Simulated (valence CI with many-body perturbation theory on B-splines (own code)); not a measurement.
# From CI to CI+MBPT in Sb2+

Level of theory: configuration interaction combined with many-body perturbation theory (CI+MBPT): three valence electrons over a frozen Dirac-Fock core [Kr] 4d10, radial functions for each j: 11 s, 11 p, 9 d, 7 f, 5 g, 2 h, 1 i, with the one-electron correlation potential Σ1, the two-electron term Σ2, the three-electron term Σ3, Breit, model QED; selected CI, second order for the rest, scaled by the run's own slope (own B-spline code, finite nucleus).

Set against measurement, 16 paired levels are off by 201 cm⁻¹ on average, the worst by 603. These come from a selection out of Moore, Atomic Energy Levels, vol. III, NSRDS-NBS 35 (1971 reprint of NBS Circular 467, 1958), an old analysis. Levels without a partner in it may be off by more. 1 measured level below the end of the list, from 163388 cm⁻¹ on, found no clear computed partner, and computed levels of the same name lie up to 1446 cm⁻¹ from them.

Each rung adds one term. CI alone is the Dirac-Coulomb CI over the frozen core; QED comes last and gives the full result, which names the levels. Energies are above 5s2 5p 2P°_1/2 on the same rung, in cm⁻¹. A blank means that the level has no clear partner on that rung.

Names give the largest LS component (configuration and term), which can be under half, so a name can repeat, a term be missing and a line seem to break the LS rules; names also repeat where a configuration has a term twice.

```tsv
Level	CI alone	Σ1	Σ2	Σ3	Breit	QED	Full
5s2 5p 2P°_3/2	6032	+588	+34	+4.1	-92	+12	6579
5s 5p2 4P_1/2	52373	+2692	+2765	-17	+18	-174	57658
5s 5p2 4P_3/2	55060	+2975	+2817	-8.3	-31	-168	60645
5s 5p2 4P_5/2	58324	+3247	+2734	-7.4	-72	-162	64063
5s 5p2 2D_3/2	71484	+3874	+1189	-19	-81	-130	76317
5s 5p2 2D_5/2	72592	+4014	+1242	-17	-114	-125	77592
5s 5p2 2S_1/2	91725			-128	-50	-120	93068
5s2 6s 2S_1/2	90399			-57	-109	+23	93691
5s2 5d 2D_3/2	97356	+5262	-3282	-69	-125	-43	99100
5s 5p2 2P_1/2	99423	+4436	-3416	-135	-110	-151	100047
5s2 5d 2D_5/2	98436	+5429	-2979	-62	-161	-11	100652
5s 5p2 2P_3/2	102502	+4707	-4620	-90	-132	-120	102247
5s2 6p 2P°_1/2	111235	+6127	-2347	-45	-125	+30	114874
5s2 6p 2P°_3/2	112806	+6192	-2316	-45	-149	+33	116521
4f 5s2 2F°_7/2	132005	+6726	-2210	-32	-183	+26	136333
4f 5s2 2F°_5/2	132057	+6724	-2203	-33	-183	+26	136388
5s2 7s 2S_1/2	139146	+6925	-3395	-45	-158	+52	142523
5s2 6d 2D_3/2	140777	+6889	-2725	-45	-169	+32	144760
5s2 6d 2D_5/2	141008	+6905	-2729	-45	-175	+33	144997
```

The middle columns are the shifts that each term adds.

Q: How does the ionisation energy move along the ladder, and which term matters most?

A: CI alone 24.756, + Σ1 25.696, + Σ2 25.343, + Σ3 25.338, + Breit 25.317, + QED 25.322 eV. The largest step is Σ1, 0.940 eV. NIST lists 25.3235 eV (measured).
